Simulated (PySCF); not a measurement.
**Correlation energy of Os(2+) (osmium, charge +2)**

[Xe] 4f14 5d6, high-spin 5D determinant. All numbers are calculated (PySCF 2.14, scalar relativity through the core potential, in def2-QZVPPD with the def2 core potential (60 electrons)). Frozen: nothing; 14 electrons correlated.

```json
{"level": "CCSD", "correlation energy (mhartree)": "-377.27"}
{"level": "(T)", "correlation energy (mhartree)": "-9.91"}
{"level": "CCSD(T)", "correlation energy (mhartree)": "-387.18"}
```

Diagnostics: T1 = 0.0042, D1 = 0.0132, largest double amplitude 0.051.

Spin-orbit coupling, absent here, splits the open shell strongly.

Cost of the coupled-cluster step: about 70 core-seconds, for 14 correlated electrons.

Iterations:

```
CC2 = 0
CCSD nocc = (np.int64(9), np.int64(5)), nmo = (88, 88)
frozen orbitals [[], []]
max_cycle = 100
direct = 0
conv_tol = 1e-08
conv_tol_normt = 1e-06
diis_space = 8
diis_start_cycle = 0
Init t2, MP2 energy = -0.37120436962318
Init E_corr(UCCSD) = -0.371204369623573
cycle = 1  E_corr(UCCSD) = -0.371932872581129  dE = -0.000728502958  norm(t1,t2) = 0.0341521
cycle = 2  E_corr(UCCSD) = -0.376124684728848  dE = -0.00419181215  norm(t1,t2) = 0.0138826
cycle = 3  E_corr(UCCSD) = -0.376936158317081  dE = -0.000811473588  norm(t1,t2) = 0.00907665
cycle = 4  E_corr(UCCSD) = -0.37738372593752  dE = -0.00044756762  norm(t1,t2) = 0.00443813
cycle = 5  E_corr(UCCSD) = -0.377239808664353  dE = 0.000143917273  norm(t1,t2) = 0.00170902
cycle = 6  E_corr(UCCSD) = -0.377253948224896  dE = -1.41395605e-05  norm(t1,t2) = 0.00067265
cycle = 7  E_corr(UCCSD) = -0.377280849187722  dE = -2.69009628e-05  norm(t1,t2) = 0.000273016
cycle = 8  E_corr(UCCSD) = -0.377268350054106  dE = 1.24991336e-05  norm(t1,t2) = 0.000109997
cycle = 9  E_corr(UCCSD) = -0.377269585025153  dE = -1.23497105e-06  norm(t1,t2) = 4.12964e-05
cycle = 10  E_corr(UCCSD) = -0.377270680193557  dE = -1.0951684e-06  norm(t1,t2) = 1.53964e-05
cycle = 11  E_corr(UCCSD) = -0.377270201133979  dE = 4.79059578e-07  norm(t1,t2) = 6.66691e-06
cycle = 12  E_corr(UCCSD) = -0.377270135494068  dE = 6.56399107e-08  norm(t1,t2) = 3.90701e-06
cycle = 13  E_corr(UCCSD) = -0.377270141170899  dE = -5.67683045e-09  norm(t1,t2) = 1.90323e-06
cycle = 14  E_corr(UCCSD) = -0.377270173134245  dE = -3.19633463e-08  norm(t1,t2) = 6.85374e-07
cycle = 15  E_corr(UCCSD) = -0.377270161576902  dE = 1.15573424e-08  norm(t1,t2) = 2.91199e-07
cycle = 16  E_corr(UCCSD) = -0.377270156637622  dE = 4.93928037e-09  norm(t1,t2) = 1.31135e-07
UCCSD converged
E(UCCSD) = -89.3893016471329  E_corr = -0.3772701566376221
UCCSD(T) correction = -0.00990978419102425
```

The basis has no tight functions for the innermost shells, so their pair energies are far from complete.

This basis was not built for core-valence correlation, so the inner-shell part is incomplete.
